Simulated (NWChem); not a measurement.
## Correlation energy of F3S (+1)

SMILES: F[S+](F)F
```xyz
4

F      0.6929    -0.2175     1.1677
S     -0.0350     0.4543     0.0000
F      0.6929    -0.2175    -1.1677
F     -1.3236    -0.3726     0.0000
```
Charge +1, spin multiplicity 1.

Program: NWChem. The geometry was optimised at PBE0/def2-SVP, a minimum by its harmonic frequencies.

Basis set: cc-pVDZ. Each correlation energy counts from its own Hartree-Fock reference.

The correlated methods keep 8 core orbitals frozen. The structure started from a generated list of species. No row is a measurement; the coupled-cluster row has its own basis-set and correlation limits.

Q: One of these methods gave a correlation energy of -732.3 mHa. Which?
A) SCS-MP2
B) CR-CCSD(T)
C) RI-MP2
D) CCSD+T(CCSD)

A: D, CCSD+T(CCSD). The others give -725.7 (CR-CCSD(T)), -703.4 (RI-MP2), -676.8 (SCS-MP2).
